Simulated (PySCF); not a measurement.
2-(methoxymethyl)pyridine, C₇H₉NO.
Numbering: `[CH3:1][O:2][CH2:3][c:4]1[cH:5][cH:6][cH:7][cH:8][n:9]1` (hydrogens: H10, H11, H12 on C1; H13, H14 on C3; H15 on C5; H16 on C6; H17 on C7; H18 on C8)

Method: PBE0-D3(BJ)/def2-SVP geometry optimisation, gas phase in PySCF 2.14.0; density fitting, grid level 2; the optimiser is geomeTRIC in internal coordinates, started from a GFN2-xTB structure.

Step 0: E = -10921.8917 eV
```
atom  x, y, z in Å  |  force x, y, z in eV/Å
C1     -2.6299   -0.0517   -0.5638    0.274  -0.365   0.591
O2     -2.1622   -0.7836    0.5421    0.220   0.184   0.006
C3     -1.1809   -0.0999    1.2870   -0.360  -0.372  -0.468
C4      0.1427    0.0260    0.5710   -0.361   0.052   0.164
C5      0.6363   -1.0213   -0.2017    0.040   0.052  -0.015
C6      1.8554   -0.8591   -0.8357   -0.040   0.064   0.073
C7      2.5399    0.3359   -0.6709   -0.044  -0.044   0.007
C8      1.9628    1.3146    0.1227    0.026  -0.015   0.014
N9      0.7945    1.1703    0.7241   -0.262   0.218   0.262
H10    -1.8256    0.1637   -1.2769    0.186   0.086  -0.270
H11    -3.0784    0.8977   -0.2471   -0.162   0.297   0.039
H12    -3.3862   -0.6682   -1.0459   -0.265  -0.121  -0.237
H13    -1.0416   -0.6932    2.1971    0.033  -0.050   0.261
H14    -1.5253    0.9044    1.5712    0.044   0.219   0.094
H15     0.0618   -1.9298   -0.2982   -0.268  -0.388  -0.049
H16     2.2670   -1.6514   -1.4449    0.174  -0.327  -0.256
H17     3.4940    0.5034   -1.1461    0.427   0.097  -0.211
H18     2.4518    2.2665    0.2850    0.339   0.413  -0.004
```

Step 1: E = -10921.9375 eV
```
atom  x, y, z in Å  |  force x, y, z in eV/Å
C1     -2.6567   -0.1475   -0.5398   -0.015   0.140  -0.102
O2     -2.1357   -0.8068    0.5758   -0.024   0.014  -0.042
C3     -1.1909   -0.0486    1.2668    0.084  -0.003   0.193
C4      0.1389    0.0742    0.5585    0.026  -0.054  -0.063
C5      0.5949   -0.9607   -0.2661   -0.062  -0.059   0.008
C6      1.8354   -0.8298   -0.8769    0.040  -0.041  -0.046
C7      2.5778    0.3259   -0.6449    0.070   0.002  -0.031
C8      2.0355    1.2972    0.1933    0.005   0.049   0.025
N9      0.8461    1.1817    0.7790   -0.030   0.000   0.018
H10    -1.8804    0.0710   -1.3007   -0.045  -0.020   0.034
H11    -3.1297    0.8155   -0.2579    0.010  -0.062  -0.013
H12    -3.4209   -0.7911   -0.9984    0.024  -0.030   0.046
H13    -1.0305   -0.5619    2.2324    0.003   0.055  -0.041
H14    -1.5475    0.9743    1.4979   -0.032  -0.031  -0.037
H15    -0.0317   -1.8443   -0.4133    0.022   0.037   0.009
H16     2.2226   -1.6216   -1.5253   -0.017   0.033   0.016
H17     3.5579    0.4750   -1.1053   -0.035  -0.001   0.018
H18     2.5910    2.2221    0.3942   -0.025  -0.028   0.008
```

Task: Estimate the geometry and energy of step 2. (The exact step hangs on the optimiser's Hessian estimate; all steps are aligned on step 1, rigid shifts and turns removed.)

Result: E = -10921.9397 eV, largest force 0.065 eV/Å
```
atom  x, y, z in Å  |  force x, y, z in eV/Å
C1     -2.6766   -0.1464   -0.5369   -0.004   0.013  -0.001
O2     -2.1392   -0.7960    0.5780    0.003  -0.026  -0.002
C3     -1.1866   -0.0401    1.2632   -0.001  -0.024  -0.017
C4      0.1422    0.0676    0.5501    0.028   0.017  -0.017
C5      0.6033   -0.9650   -0.2752   -0.061   0.010   0.018
C6      1.8470   -0.8290   -0.8812    0.016  -0.006  -0.006
C7      2.5908    0.3246   -0.6393   -0.025  -0.014   0.007
C8      2.0426    1.2915    0.2012    0.001   0.020   0.008
N9      0.8486    1.1740    0.7764    0.038   0.022   0.019
H10    -1.9143    0.0717   -1.3094    0.006  -0.004   0.010
H11    -3.1602    0.8102   -0.2581    0.002  -0.008   0.007
H12    -3.4365   -0.8085   -0.9745   -0.001  -0.003  -0.002
H13    -1.0265   -0.5419    2.2328   -0.008   0.007  -0.001
H14    -1.5413    0.9853    1.4820    0.012  -0.001  -0.020
H15    -0.0214   -1.8474   -0.4283    0.000  -0.002  -0.002
H16     2.2356   -1.6157   -1.5331   -0.003  -0.001  -0.003
H17     3.5727    0.4758   -1.0925   -0.002  -0.001   0.000
H18     2.5960    2.2137    0.4141    0.000   0.002   0.001
```

The energy changes by -0.0021 eV. The first-order estimate −F·Δx gives -0.0053 eV and the mean of the old and new forces, exact on a quadratic surface, -0.0022 eV. The step makes an angle of 80° with the force vector and moves no atom by more than 0.035 Å.

What follows is the cost of the whole optimisation. Hardware: an Arm Neoverse V2 with one thread, on a shared host. Cost: 2.2 min wall, 0.79 GiB resident at most.
